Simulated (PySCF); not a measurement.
**Core-level binding energies of `[SiH3][Si@@H]([GeH3])c1cccs1`**

C₄H₁₀GeSSi₂.
Numbering: `[SiH3:1][Si@@H:2]([GeH3:3])[c:4]1[cH:5][cH:6][cH:7][s:8]1`

Computed, not measured: PySCF, delta-SCF UKS SCAN, pcX-2 on the ionised atom, pcseg-1 elsewhere, spin-free X2C. Binding energies are ΔSCF values: E(core-ionised, relaxed orbitals) − E(ground state) at a fixed geometry, referred to the vacuum level.

Problem. What binding energy does each computed site have?

Solution. 
```tsv
atom(s)	bonded to	level	binding energy (eV)	2p1/2 (eV)	above the level's lowest (eV)	count
S8	2 C (aromatic in the SMILES)	S 1s	2477.69	–	0.00	1
Si1	3 H and Si	Si 1s	1845.96	–	+0.07	1
Si2	C, H, Ge and Si	Si 1s	1845.89	–	0.00	1
C7	S (aromatic in the SMILES), C (aromatic in the SMILES) and H	C 1s	290.53	–	+0.34	1
C6	2 C (aromatic in the SMILES) and H	C 1s	290.29	–	+0.10	1
C5	2 C (aromatic in the SMILES) and H	C 1s	290.20	–	+0.01	1
C4	S (aromatic in the SMILES), C (aromatic in the SMILES) and Si	C 1s	290.19	–	0.00	1
Si1	3 H and Si	Si 2p3/2	106.25	106.87	+0.10	1
Si2	C, H, Ge and Si	Si 2p3/2	106.15	106.78	0.00	1
```

The listed C 1s values span 0.34 eV, from C4 (bonded to S (aromatic in the SMILES), C (aromatic in the SMILES) and Si) to C7 (bonded to S (aromatic in the SMILES), C (aromatic in the SMILES) and H). The widest gap between neighbouring values is 0.24 eV, between 290.29 and 290.53 eV. Summing the Pauling electronegativity differences to the bonded atoms, each weighted by its formal bond order, gives -0.60 for the lowest site and -0.30 for the highest; no listed site has a larger sum than the highest. The values 290.19 and 290.20 eV lie too close for their order to be trusted.

The 2 Si 1s values lie within 0.07 eV of each other; Gaussian lines of 0.5 eV full width would blend them into one maximum.

The 2 Si 2p3/2 values lie within 0.10 eV of each other.

Problem. Which effective nuclear charge Zeff reproduces each element's mean 1s value in the hydrogen-like formula E = 13.606 eV × Zeff²?

Solution. C (Z = 6): mean 290.3 eV, Zeff = 4.62, Z − Zeff = 1.38; Si (Z = 14): mean 1845.9 eV, Zeff = 11.65, Z − Zeff = 2.35; S (Z = 16): mean 2477.7 eV, Zeff = 13.49, Z − Zeff = 2.51. Means run over the listed sites, weighted by atom count.

Problem. Express the binding energy of S 1s of S8 in atomic units and per mole.

Solution. 2477.69 eV = 91.0534 Eh = 239061 kJ/mol.

Not every level is listed. Spin–orbit coupling isn't in the SCF: each 2p doublet comes from a relaxed spin-free hole plus a matrix of the shell (mean-field spin–orbit coupling and the ground-state 2p splitting), with 2p3/2 averaged over its two sublevels. 2p1/2 minus 2p3/2 (ligand field included): Si 0.62 eV. No level of germanium is listed. Isolated species at its PBE0-D3(BJ)/def2-SVP geometry (one conformer only).

Conformer computed: `[SiH3:1][Si@@H:2]([GeH3:3])[c:4]1[cH:5][cH:6][cH:7][s:8]1`: Si1–Si2–C4–C5 -115°.
